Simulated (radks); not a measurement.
Values are calculated unless marked as measured or tabulated.
Species: Br1.625+. Configuration: [Ar] 3d10 4s2 4p3.375 (fractional occupations, a model configuration). Level of theory: scalar-relativistic Kohn-Sham, r2SCAN, spin-unpolarised, spherical densities, finite nucleus; meta-GGA in the generalised Kohn-Sham scheme; Fermi nuclear charge, rms radius 4.1629 fm (a radial shooting solver on a logarithmic mesh with Libxc functionals). Some entries of the table are withheld. Estimate them.

orbital,occ.,eigenvalue (Ry),<1/r> (bohr^-1)
1s,2,-982.8425,35.65
2s,2,(1),7.914
2p,6,-114.5194,7.729
3s,2,-19.36412,2.599
3p,6,(2),2.442
3d,10,(3),2.154
4s,2,-2.80945,0.8186
4p,3.375,(4),0.6929

Answer. 
(1) 2s eigenvalue (Ry): -129.8304
(2) 3p eigenvalue (Ry): -14.46935
(3) 3d eigenvalue (Ry): -6.40744
(4) 4p eigenvalue (Ry): -1.79172
